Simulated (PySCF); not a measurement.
ECD: `InChI=1S/C5H11FOSi/c1-4-5(7)3-8(4,2)6/h4-5,7H,3H2,1-2H3/t4-,5-,8-/m0/s1`

Geometry:
```tsv
atom	x (Å)	y (Å)	z (Å)
C1	-1.240	0.291	1.565
C2	-0.566	-0.675	0.603
C3	-1.068	-0.626	-0.870
O4	-1.541	0.644	-1.248
C5	0.270	-0.863	-1.598
Si6	1.228	-0.416	-0.014
C7	2.106	1.243	0.179
F8	2.250	-1.582	0.491
H9	-2.305	0.073	1.657
H10	-0.792	0.206	2.552
H11	-1.120	1.318	1.226
H12	-0.699	-1.693	0.979
H13	-1.832	-1.387	-1.089
H14	-2.309	0.858	-0.708
H15	0.380	-1.897	-1.915
H16	0.358	-0.226	-2.473
H17	2.341	1.436	1.221
H18	1.492	2.059	-0.188
H19	3.039	1.246	-0.377
```

Computed with TDDFT PBE0/def2-SVPD circular dichroism and optical rotation, one conformer, gas phase (PySCF). Geometry: GFN2-xTB.

The molecule is flexible and this is one conformer; a measurement averages over conformers. States above about 7.4 eV (minus the energy of the highest occupied orbital) lie near or above the ionisation threshold and depend on the basis.

(1) What are the CIP labels of the stereocentres?

(2) Which excitations and rotatory strengths does the calculation give?

## Answers

(1) C2 S, C3 S, Si6 S.

(2) Rotatory strengths R in 10⁻⁴⁰ esu² cm², velocity form and length form (origin at the centre of mass); f in length form.
```
state  E (eV)  λ (nm)       f  R (velocity)  R (length)                                    main
    1    6.47     192  0.0009          -3.0        -2.9                          HOMO→LUMO 0.91
    2    6.90     180   0.002          -2.5        -2.5                        HOMO−1→LUMO 0.88
    3    6.99     177   0.023         +30.6       +29.4                        HOMO→LUMO+1 0.82
    4    7.30     170   0.019         -29.9       -29.6                      HOMO−1→LUMO+1 0.80
    5    7.42     167   0.004          -5.4        -3.7                        HOMO→LUMO+2 0.86
    6    7.51     165   0.022         -20.5       -19.8                        HOMO→LUMO+3 0.77
    7    7.66     162   0.020         -35.5       -34.1                        HOMO→LUMO+4 0.87
    8    7.73     160   0.019          +1.8        +1.3    HOMO−1→LUMO+2 0.51, HOMO−2→LUMO 0.33
    9    7.79     159   0.039         +51.1       +50.1    HOMO−1→LUMO+2 0.42, HOMO−2→LUMO 0.40
   10    7.97     156   0.011         -19.3       -18.4  HOMO−1→LUMO+3 0.74, HOMO−1→LUMO+4 0.08
   11    8.03     154   0.049         +28.6       +27.2  HOMO−1→LUMO+4 0.79, HOMO−1→LUMO+3 0.12
   12    8.23     151   0.021         +10.0        +8.8    HOMO→LUMO+5 0.70, HOMO−2→LUMO+1 0.11
   13    8.27     150   0.039         -12.3       -11.2    HOMO−2→LUMO+1 0.72, HOMO→LUMO+5 0.13
   14    8.45     147   0.012         -20.0       -20.2                        HOMO−3→LUMO 0.80
   15    8.59     144   0.044         -25.8       -25.6    HOMO→LUMO+6 0.49, HOMO−1→LUMO+5 0.20
   16    8.62     144   0.023          -2.4        -3.1    HOMO−1→LUMO+5 0.51, HOMO→LUMO+6 0.23
```

Among the states computed, the strongest CD band (largest |R|) is state 9. The largest dissymmetry factor in size, g = 4R/(D+G), with D and G the electric and magnetic dipole strengths, is -0.025 for state 1 (velocity form, f = 0.001), among bands with |R| over 0.5. The mirror image has the same energies and oscillator strengths and all R with the opposite sign.
